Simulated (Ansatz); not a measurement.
`C[S][Ag-][P+](C)(C)C` at its PBE0-D4/def2-TZVP geometry, where that method's forces vanish. Charge 0, multiplicity 1. Ag takes the def2 core potential.

```xyz
19

C    -1.1967   -1.4776    4.0298
S     0.0984   -0.2256    3.7663
Ag    0.1925    0.0487    1.4649
P     0.3558    0.4013   -0.8507
C     0.6851    2.1203   -1.3490
C    -1.1361   -0.0239   -1.8023
C     1.6653   -0.5308   -1.7043
H    -0.9450   -2.4289    3.5596
H    -1.2804   -1.6421    5.1059
H    -2.1671   -1.1437    3.6610
H     0.7446    2.2146   -2.4362
H    -0.1106    2.7651   -0.9730
H     1.6256    2.4525   -0.9066
H    -1.9789    0.5653   -1.4378
H    -0.9949    0.1685   -2.8688
H    -1.3724   -1.0790   -1.6553
H     2.6335   -0.2733   -1.2722
H     1.6771   -0.3116   -2.7750
H     1.5043   -1.5998   -1.5562
```

Q: What forces (eV/Å) does B3LYP-D4/def2-TZVPP give on these atoms in Ansatz? (Estimate.)

A: Ansatz gave: 
```
C1  -0.232 -0.226  0.071
S2   0.205  0.182  0.157
Ag3  0.001  0.004 -0.034
P4  -0.004 -0.008  0.054
C5   0.038  0.194 -0.039
C6  -0.170 -0.052 -0.092
C7   0.149 -0.109 -0.083
H8  -0.030  0.047  0.027
H9  -0.006 -0.001 -0.059
H10  0.048 -0.034  0.020
H11  0.000  0.015  0.056
H12  0.050 -0.022 -0.032
H13 -0.052 -0.004 -0.035
H14  0.037 -0.038 -0.035
H15 -0.026 -0.016  0.050
H16  0.000  0.059 -0.021
H17 -0.045 -0.023 -0.038
H18  0.015 -0.024  0.051
H19  0.022  0.056 -0.021
```

B3LYP here is the variant with VWN-RPA as its local correlation; programs differ in this.
